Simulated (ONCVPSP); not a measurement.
P: variants of one ONCV potential

Base potential:

```json
{
 "Element": "P (Z = 15)",
 "Generator": "ONCVPSP 4.0.1",
 "Type": "optimised norm-conserving Vanderbilt (ONCV)",
 "Functional": "PBE",
 "Relativity": "scalar-relativistic",
 "Frozen core": "[Ne]",
 "Valence charge": "5",
 "Reference configuration": "3s2 3p2 (charge +1)",
 "Partial waves": "3s: rc 1.45 bohr, ncon 4, nbas 9, qcut 3.7 1/bohr, 2 projectors, debl 2.7 Ha; 3p: rc 1.25 bohr, ncon 4, nbas 7, qcut 5.3 1/bohr, 2 projectors, debl 2.1 Ha",
 "Local potential": "polynomial inside 1.20 bohr (lpopt 5, dvloc0 0 Ha)",
 "Core correction": "Teter function, fcfact 4.5, rcfact 1.45"
}
```

All-electron outer shells of the reference configuration (PBE, scalar-relativistic, ld1.x):

```csv
shell,level (eV),outermost node (bohr),outermost maximum (bohr)
2s,-184.63,0.14,0.42
2p,-135.15,–,0.36
3s,-23.29,0.65,1.56
3p,-14.22,0.64,1.76
```

Cutoffs, loose and tight: the cutoffs (Ha) at which the residual kinetic energy of the hardest occupied pseudo-wave falls to 1 and 0.1 mHa per electron. They do not see the model core or the augmentation charge, which bear on the density cutoff. Test errors are all-electron minus pseudo excitation energies from the reference, over the configurations 3s2 3p3; 3s2 3p1; 3s2 3p0; 3s0 3p5. A dash means not determined; rows that change the core or the reference have their own tests.

A true bound ghost makes a file unfit for plane-wave use even where its test errors are small: the radial tests pick states by their node count and pass the ghost by.

| change | outcome | cutoff, loose | cutoff, tight | bound ghosts | GHOST(+) flags above zero | largest test error (meV) |
| --- | --- | --- | --- | --- | --- | --- |
| base | generated | 74 Ha | 101 Ha | p | s, p | +8.6 |
| s: qcut 4.1 | generated | 74 Ha | 95 Ha | p | s, p | +7.8 |
| s: qcut 4.8 | generated | 74 Ha | 95 Ha | p | s, p | +6.9 |
| s: qcut 5.3 | generated | 74 Ha | 95 Ha | p | s, p | +8.7 |

Task: What comes out with this change to the base: s: qcut 3.6?

Result: outcome: generated; cutoff, loose: 74 Ha; cutoff, tight: 103 Ha; bound ghosts: p; GHOST(+) flags above zero: s, p; largest test error (meV): +8.8.

Task: What comes out with this change to the base: s: qcut 2.2?

Result: outcome: generated; cutoff, loose: 94 Ha; cutoff, tight: 114 Ha; bound ghosts: p; GHOST(+) flags above zero: s, p; largest test error (meV): -12.

Task: What comes out with this change to the base: s: qcut 3.1?

Result: outcome: generated; cutoff, loose: 74 Ha; cutoff, tight: 109 Ha; bound ghosts: p; GHOST(+) flags above zero: s, p; largest test error (meV): +8.5.

Reading the sweep of the qcut of the s channel (base included, trends over the rows without a ghost): Bound ghosts are found at 2.2, 3.1, 3.6, 3.7, 4.1, 4.8, 5.3 1/bohr. Every judged row has one, so this setting neither creates nor removes them.
